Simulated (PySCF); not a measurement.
Structure with atom numbers: `[F:1][CH:2]([F:3])[C@H:4]1[CH:5]=[CH:6][CH2:7][O:8]1`; H(Xn) means a hydrogen on atom n. Ha(C7) is cis to C2 on the ring; Hb(C7) is trans to C2 on the ring.

- geometry from PBE0-D3(BJ)/def2-SVP
- spin–spin couplings from B3LYP/pcJ-1 (spin–dipole term only in couplings to heteroatoms)
- σ from GIAO-PBE0/pcSseg-1
- run in PySCF 2.14
- non-relativistic Hamiltonian, one computed conformer, no solvent model

Problem. Predict the 2D correlation tables (HSQC, COSY, HMBC).

Solution. 

HSQC (one-bond C–H):
```
           δH          δC  ¹J(C,H) (Hz)
 6.26 (H(C6))  140.2 (C6)           178
 6.06 (H(C5))  130.8 (C5)           184
 5.65 (H(C2))  117.7 (C2)           192
4.83 (Ha(C7))   79.0 (C7)           153
4.81 (Hb(C7))   79.0 (C7)           153
 4.80 (H(C4))   88.3 (C4)           155
```

COSY cross peaks (|J| ≥ 2 Hz):
```
           δH             δH  abs. J (Hz)  bonds
 6.26 (H(C6))   6.06 (H(C5))          7.2      3
 6.26 (H(C6))  4.83 (Ha(C7))          2.3      3
 6.26 (H(C6))  4.81 (Hb(C7))          2.3      3
 6.26 (H(C6))   4.80 (H(C4))          2.9      4
 6.06 (H(C5))  4.83 (Ha(C7))          3.7      4
 6.06 (H(C5))  4.81 (Hb(C7))          3.4      4
 6.06 (H(C5))   4.80 (H(C4))          2.2      3
4.83 (Ha(C7))  4.81 (Hb(C7))         16.4      2
4.83 (Ha(C7))   4.80 (H(C4))          9.3      4
4.81 (Hb(C7))   4.80 (H(C4))          5.1      4
```

HMBC (two and three bonds, |J| ≥ 2.5 Hz):
```
           δH                                     δC [abs. J in Hz]
 6.26 (H(C6))   130.8 (C5) [3.6], 88.3 (C4) [9.2], 79.0 (C7) [13.9]
 6.06 (H(C5))   140.2 (C6) [3.5], 88.3 (C4) [11.8], 79.0 (C7) [9.6]
 5.65 (H(C2))                     130.8 (C5) [3.8], 88.3 (C4) [3.5]
4.83 (Ha(C7))                    140.2 (C6) [4.9], 130.8 (C5) [5.8]
4.81 (Hb(C7))                    140.2 (C6) [5.1], 130.8 (C5) [5.7]
 4.80 (H(C4))  140.2 (C6) [5.0], 130.8 (C5) [4.3], 117.7 (C2) [3.4]
```

Referencing at the same level of theory: ¹H, ¹³C against TMS.

Common functionals overestimate the size of one-bond C–F couplings by tens of Hz; these are unscaled. Unscaled 3J(H,H) at this level run about 10 % above measured values. Shifts are as computed. Against solution values, carbons near 30 ppm lie about +2 ppm off and those near 130 ppm about +5 ppm. Of 1211 compounds with measured shifts, 218 miss one by over three times the rms of a fit or turn the order of signals round; such compounds aren't used in these exercises. 3J across rotatable bonds or in flexible rings reflects this conformer alone.
